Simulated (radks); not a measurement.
Problem. The mean radii <r> (bohr) of the occupied orbitals of an atom or ion are listed with their occupations. Method: scalar-relativistic Kohn-Sham, PBE, spin-polarised, spherical densities, point nucleus; computed with a radial shooting solver on a logarithmic mesh with Libxc functionals.

orbital  occ.      <r>
1s up       1  0.01604
1s down     1  0.01604
2s up       1  0.06758
2s down     1  0.06758
2p up       3  0.06144
2p down     3  0.06144
3s up       1   0.1745
3s down     1   0.1745
3p up       3   0.1765
3p down     3   0.1765
3d up       5   0.1599
3d down     5   0.1599
4s up       1   0.3842
4s down     1   0.3842
4p up       3   0.4100
4p down     3   0.4100
4d up       5   0.4310
4d down     5   0.4310
5s up       1   0.8534
5s down     1   0.8534
4f up       7   0.4539
4f down     7   0.4539
5p up       3   0.9773
5p down     3   0.9768
5d up       5    1.310
5d down     5    1.300
6s up       1    2.325
6s down     1    2.297
6p up       2    3.330

Name the element and its charge. Open shells, if any, are filled with parallel spins first.

Solution. Z = 82, lead, charge 0: Pb in [Hg] 6p2. The 1s radius gives Z: for a bare nucleus <r> = (2 gamma + 1)/(2Z) with gamma = sqrt(1 - (Z/c)^2), 0.01587 bohr for Z = 82, and screening makes it slightly larger (0.01604 here). The occupations add up to 82, and the charge is Z minus that.
